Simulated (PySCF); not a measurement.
# Radial density of Cl⁺ (chlorine, charge +1)

UHF, [Ne] 3s2 3p4, high-spin 3P determinant. Computed with PySCF 2.14 in x2c-TZVPPall with one added diffuse shell each of s, p, d type (6s6p4d1f, 51 functions), with the spin-free X2C one-electron Hamiltonian (Gaussian nucleus).

| r (bohr) | 4πr²ρ (e/bohr) | 4πr²(ρα − ρβ) |
| --- | --- | --- |
| 0.00155 | 0.1099 | 0.0000 |
| 0.00261 | 0.2939 | 0.0000 |
| 0.00439 | 0.7510 | 0.0001 |
| 0.00739 | 1.863 | 0.0002 |
| 0.0124 | 4.330 | 0.0005 |
| 0.0209 | 9.015 | 0.0015 |
| 0.0352 | 15.52 | 0.0056 |
| 0.0592 | 19.65 | 0.0235 |
| 0.0995 | 16.34 | 0.0917 |
| 0.167 | 13.46 | 0.2430 |
| 0.282 | 19.06 | 0.2930 |
| 0.474 | 13.56 | 0.0104 |
| 0.797 | 3.828 | 0.4207 |
| 1.34 | 4.321 | 1.3837 |
| 2.25 | 1.737 | 0.6236 |
| 3.79 | 0.1051 | 0.0347 |
| 6.38 | 8.158e-05 | 0.0000 |

Densities and radii are taken from the X2C orbitals without a picture-change correction, which distorts them close to the nucleus.
